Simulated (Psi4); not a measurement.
C3H5 (SMILES [CH2]C=C), doublet (typed; the unrestricted solution is spin-contaminated), at a GFN2-xTB geometry; Psi4 with MP2/cc-pVDZ.

Input for Psi4:
```
memory 2 GB

molecule {
0 2
C     1.21930413   -0.01255927   -0.15192021
C    -0.05035630    0.42088717    0.13622292
H     1.39641854   -1.02027681   -0.48494024
H     2.07179450    0.63423331   -0.05547914
H    -0.17289208    1.44506354    0.46770440
C    -1.17491144   -0.35848292    0.03182994
H    -2.15056839    0.02417330    0.26857681
H    -1.10897088   -1.38226320   -0.29265777
}

set {
  basis cc-pvdz
  reference uhf
}

energy('mp2')
print_variables()
```

Task: What does Psi4 print? Leave out banner, timings and long lists.

Result: 
```
    SCF Algorithm Type (re)set to DF.

   => Loading Basis Set <=

    Name: CC-PVDZ
    Role: ORBITAL
    Keyword: BASIS

         ---------------------------------------------------------
                                   SCF
               by Justin Turney, Rob Parrish, Andy Simmonett
                          and Daniel G. A. Smith
                              UHF Reference
         ---------------------------------------------------------

  ==> Geometry <==

    Molecular point group: c1
    Full point group: C1

    Geometry (in Angstrom), charge = 0, multiplicity = 2:

       Center              X                  Y                   Z               Mass
    ------------   -----------------  -----------------  -----------------  -----------------
         C            1.220169198078    -0.019789679214    -0.154260377542    12.000000000000
         C           -0.049491231922     0.413656760786     0.133882752458    12.000000000000
         H            1.397283608078    -1.027507219214    -0.487280407542     1.007825032230
         H            2.072659568078     0.627002900786    -0.057819307542     1.007825032230
         H           -0.172027011922     1.437833130786     0.465364232458     1.007825032230
         C           -1.174046371922    -0.365713329214     0.029489772458    12.000000000000
         H           -2.149703321922     0.016942890786     0.266236642458     1.007825032230
         H           -1.108105811922    -1.389493609214    -0.294997937542     1.007825032230

  Running in c1 symmetry.

  Rotational constants: A =      1.84127  B =      0.35277  C =      0.29605 [cm^-1]
  Rotational constants: A =  55199.78578  B =  10575.82083  C =   8875.37302 [MHz]
  Nuclear repulsion =   65.496023160495739

  Charge       = 0
  Multiplicity = 2
  Electrons    = 23
  Nalpha       = 12
  Nbeta        = 11

  ==> Algorithm <==

  SCF Algorithm Type is DF.
  DIIS enabled.
  MOM disabled.
  Fractional occupation disabled.
  Guess Type is SAD.
  Energy threshold   = 1.00e-08
  Density threshold  = 1.00e-08
  Integral threshold = 1.00e-12

  ==> Primary Basis <==

  Basis Set: CC-PVDZ
    Blend: CC-PVDZ
    Number of shells: 33
    Number of basis functions: 67
    Number of Cartesian functions: 70
    Spherical Harmonics?: true
    Max angular momentum: 2

   => Loading Basis Set <=

    Name: (CC-PVDZ AUX)
    Role: JKFIT
    Keyword: DF_BASIS_SCF

  ==> Integral Setup <==

  SCF_SUBTYPE=INCORE selected. In-core MEM_DF algorithm will be used.
  Using in-core AOs.

  ==> MemDFJK: Density-Fitted J/K Matrices <==

    J tasked:                   Yes
    K tasked:                   Yes
    wK tasked:                   No
    Algorithm:                 Core
    Schwarz Cutoff:           1E-12
    Mask sparsity (%):       0.0000
    Fitting Condition:        1E-10

   => Auxiliary Basis Set <=

  Basis Set: (CC-PVDZ AUX)
    Blend: CC-PVDZ-JKFIT
    Number of shells: 117
    Number of basis functions: 325
    Number of Cartesian functions: 368
    Spherical Harmonics?: true
    Max angular momentum: 3

  Minimum eigenvalue in the overlap matrix is 3.2585434037E-03.
  Reciprocal condition number of the overlap matrix is 6.4336155891E-04.
    Using symmetric orthogonalization.

  ==> Pre-Iterations <==

  SCF Guess: Superposition of Atomic Densities via on-the-fly atomic UHF (no occupation information).

   -------------------------
    Irrep   Nso     Nmo
   -------------------------
     A         67      67
   -------------------------
    Total      67      67
   -------------------------

  ==> Iterations <==

                           Total Energy        Delta E     RMS |[F,P]|

   @DF-UHF iter SAD:  -115.67425742246574   -1.15674e+02   0.00000e+00
   @DF-UHF iter   1:  -116.38994818842517   -7.15691e-01   4.71706e-03 DIIS/ADIIS
   @DF-UHF iter   2:  -116.45886074150494   -6.89126e-02   1.86236e-03 DIIS/ADIIS
   @DF-UHF iter   3:  -116.47064081808344   -1.17801e-02   7.09600e-04 DIIS/ADIIS
[...]

    Alpha Occupied:

[...]
    Alpha Virtual:

[...]
      67A      3.542580

    Beta Occupied:

[...]
    Beta Virtual:

[...]
    Final Occupation by Irrep:
              A
    DOCC [    11 ]
    SOCC [     1 ]
    NA   [    12 ]
    NB   [    11 ]

  @DF-UHF Final Energy:  -116.47799846216419

   => Energetics <=

    Nuclear Repulsion Energy =             65.4960231604957386
    One-Electron Energy =                -285.3442379755275624
    Two-Electron Energy =                 103.3702163528676436
    Total Energy =                       -116.4779984621641944

  UHF NO Occupations:
  HONO-2 :   10  A 1.9978351
  HONO-1 :   11  A 1.9054477
  HONO-0 :   12  A 1.0000000
  LUNO+0 :   13  A 0.0945523
  LUNO+1 :   14  A 0.0021649
  LUNO+2 :   15  A 0.0021342
  LUNO+3 :   16  A 0.0009410

Computation Completed

Properties will be evaluated at   0.000000,   0.000000,   0.000000 [a0]

Properties computed using the SCF density matrix

 Multipole Moments:

 ------------------------------------------------------------------------------------
     Multipole            Electronic (a.u.)      Nuclear  (a.u.)        Total (a.u.)
 ------------------------------------------------------------------------------------

 L = 1.  Multiply by 2.5417464519 to convert [e a0] to [Debye]
 Dipole X            :         -0.0396044            0.0375991           -0.0020053
 Dipole Y            :          0.3310206           -0.3142603            0.0167603
 Dipole Z            :          0.1071370           -0.1017124            0.0054246
 Magnitude           :                                                    0.0177300

 ------------------------------------------------------------------------------------

  //>>>>>>>>>>>>>>>>>>>>>>>>>>>>>>>>>>>//
  //               DFMP2               //
  //<<<<<<<<<<<<<<<<<<<<<<<<<<<<<<<<<<<//

   => Loading Basis Set <=

    Name: (CC-PVDZ AUX)
    Role: RIFIT
    Keyword: DF_BASIS_MP2

	 --------------------------------------------------------
	                          DF-MP2
	      2nd-Order Density-Fitted Moller-Plesset Theory

	        Rob Parrish, Justin Turney, Andy Simmonett,
	           Ed Hohenstein, and C. David Sherrill
	 --------------------------------------------------------

	 --------------------------------------------------------
	                 NBF =    67, NAUX =   238
	 --------------------------------------------------------
	   CLASS    FOCC     OCC    AOCC    AVIR     VIR    FVIR
	   ALPHA       0      12      12      55      55       0
	    BETA       0      11      11      56      56       0
	 --------------------------------------------------------

	-----------------------------------------------------------
	 ==================> DF-MP2 Energies <====================
	-----------------------------------------------------------
	 Reference Energy          =    -116.4779984621641944 [Eh]
	 Singles Energy            =      -0.0000000000000000 [Eh]
	 Same-Spin Energy          =      -0.0891942611596036 [Eh]
	 Opposite-Spin Energy      =      -0.2876542401930535 [Eh]
	 Correlation Energy        =      -0.3768485013526571 [Eh]
	 Total Energy              =    -116.8548469635168487 [Eh]
	-----------------------------------------------------------
	 ================> DF-SCS-MP2 Energies <==================
	-----------------------------------------------------------
	 SCS Same-Spin Scale       =       0.3333333333333333 [-]
	 SCS Opposite-Spin Scale   =       1.2000000000000000 [-]
	 SCS Same-Spin Energy      =      -0.0297314203865345 [Eh]
	 SCS Opposite-Spin Energy  =      -0.3451850882316642 [Eh]
	 SCS Correlation Energy    =      -0.3749165086181988 [Eh]
	 SCS Total Energy          =    -116.8529149707823933 [Eh]
	-----------------------------------------------------------

  Variable Map:
  ----------------------------------------------------------------------------
[...]
  Array Variable Map:
  ----------------------------------------------------------------------------
[...]
[...]
```
